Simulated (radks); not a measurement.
Question: Er3.75+, configuration [Kr] 4d10 4f(up 6, down 6) 5p6 5s(up 0.25, down 0) (fractional occupations, a model configuration). Calculated with a radial shooting solver on a logarithmic mesh with Libxc functionals: scalar-relativistic Kohn-Sham, BLYP, spin-polarised, spherical densities, point nucleus. Some entries of the table are withheld. Estimate them.

| orbital | occ. | eigenvalue (Ry) | r(max) (bohr) | <1/r> (bohr^-1) |
|---|---|---|---|---|
| 1s up | 1 | -4220.833 | 0.01286 | 77.58 |
| 1s down | 1 | -4220.831 | 0.01286 | 77.58 |
| 2s up | 1 | -711.6878 | 0.07322 | 18.06 |
| 2s down | 1 | -711.6865 | 0.07322 | 18.06 |
| 2p up | 3 | -629.8070 | 0.05955 | 16.68 |
| 2p down | 3 | -629.8056 | 0.05955 | 16.68 |
| 3s up | 1 | -161.8099 | 0.2072 | 6.659 |
| 3s down | 1 | -161.8085 | 0.2072 | 6.659 |
| 3p up | 3 | -136.9085 | 0.2038 | 6.220 |
| 3p down | 3 | -136.9071 | 0.2038 | 6.220 |
| 3d up | 5 | -105.7561 | 0.1663 | 5.897 |
| 3d down | 5 | -105.7547 | 0.1663 | 5.897 |
| 4s up | 1 | -34.39376 | 0.4739 | 2.809 |
| 4s down | 1 | -34.39119 | 0.4739 | 2.809 |
| 4p up | 3 | -26.21371 | 0.4955 | 2.569 |
| 4p down | 3 | -26.21080 | 0.4955 | 2.569 |
| 4d up | 5 | (1) | 0.5121 | 2.267 |
| 4d down | 5 | (2) | 0.5121 | 2.267 |
| 5s up | 0.25 | -6.84716 | 1.103 | 1.084 |
| 5s down | 0 | -6.82890 | 1.103 | 1.084 |
| 5p up | 3 | -4.86659 | 1.249 | (3) |
| 5p down | 3 | -4.85018 | 1.249 | (4) |
| 4f up | 6 | -3.31157 | 0.5098 | 1.686 |
| 4f down | 6 | -3.30344 | 0.5096 | 1.688 |

Answer: 
(1) 4d up eigenvalue (Ry): -15.26025
(2) 4d down eigenvalue (Ry): -15.25617
(3) 5p up <1/r> (bohr^-1): 0.9217
(4) 5p down <1/r> (bohr^-1): 0.9207
